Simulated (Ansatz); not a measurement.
Reaction (redistribution): `O=[CH][GeH2][AlH2]` + `[SiH3]CCBr` → `O=[CH][GeH2][SiH3]` + `[AlH2][CH2]CBr`

Calculated with Ansatz (gas phase, PBE0-D4/def2-TZVP geometries, no zero-point term in ΔE). CBS: MP2 limit from def2 TZ/QZ plus the TZ coupled-cluster correction, frozen cores. Functionals use def2-TZVPP. B3LYP here is the variant with VWN-RPA as its local correlation; programs differ in this. For Br, Ge outer-core shells are correlated without core-valence functions, which leaves a few kJ/mol of doubt a bond. Scalar relativity is left out up to krypton. One conformer a species, not always the lowest.

```json
{"level": "r2SCAN-D4", "ΔE (kJ/mol)": "11.9", "difference from CCSD(T)/CBS": "-1.7"}
{"level": "B3LYP-D4", "ΔE (kJ/mol)": "11.6", "difference from CCSD(T)/CBS": "-2.0"}
{"level": "ωB97X-V", "ΔE (kJ/mol)": "11.9", "difference from CCSD(T)/CBS": "-1.7"}
{"level": "ωB97M-V", "ΔE (kJ/mol)": "11.5", "difference from CCSD(T)/CBS": "-2.1"}
{"level": "B2PLYP", "ΔE (kJ/mol)": "12.2", "difference from CCSD(T)/CBS": "-1.4"}
{"level": "r2SCAN", "ΔE (kJ/mol)": "11.8", "difference from CCSD(T)/CBS": "-1.8"}
{"level": "B3LYP", "ΔE (kJ/mol)": "11.6", "difference from CCSD(T)/CBS": "-2.0"}
{"level": "MP2/def2-TZVPP", "ΔE (kJ/mol)": "12.8", "difference from CCSD(T)/CBS": "-0.8"}
{"level": "HF/CBS(def2)", "ΔE (kJ/mol)": "16.5", "difference from CCSD(T)/CBS": "2.9"}
{"level": "CCSD/CBS(def2)", "ΔE (kJ/mol)": "14.0", "difference from CCSD(T)/CBS": "0.4"}
{"level": "CCSD(T)/CBS", "ΔE (kJ/mol)": "13.6", "difference from CCSD(T)/CBS": "0"}
```

Largest T1 diagnostic among the species: 0.015.
